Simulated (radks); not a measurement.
The numbers below are computed, except where a source is named.
Q: Successive ionisation energies (eV) of one element, from differences of total energies of ions in their ground configurations, starting at charge 22: 760.61, 801.89, 843.63, 885.75, 939.62, 983.77, 1028.4, 1073.4, 1118.8, 1318.1, 1363.6, 1408.6, 1467.3, 1514.2, 1560.5, 1728.4, 1781.2, 3034.5, 3144.5, 3255.7, 3367.8, 3480.6. Code: a radial shooting solver on a logarithmic mesh with Libxc functionals. Model: scalar-relativistic Kohn-Sham, PBEsol, spin-polarised, spherical densities, finite nucleus; open shells are filled with parallel spins first (spin-orbit coupling, left out, can overturn this in heavy ions); Fermi nuclear charge, rms radius 5.2022 fm. Which element is it?

A: Holmium (Z = 67). The first species listed is Ho22+ in [Kr] 4d9, the last Ho43+ in [Ar] 3d6.
